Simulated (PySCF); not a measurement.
## Electron correlation in N (nitrogen, neutral)

[He] 2s1 2p4, high-spin 4P determinant (an excited configuration). Computed with PySCF 2.14 in aug-cc-pwCVTZ (7s6p4d2f, 59 functions), with the non-relativistic Hamiltonian (point nucleus). Frozen: nothing; 7 electrons correlated.

```csv
level,correlation energy (mhartree)
CCSD,-165.98
(T),-5.17
CCSD(T),-171.15
```

Diagnostics: T1 = 0.022, D1 = 0.0724, largest double amplitude 0.135.

Cost of the coupled-cluster step: roughly 4 core-seconds, for 7 correlated electrons.
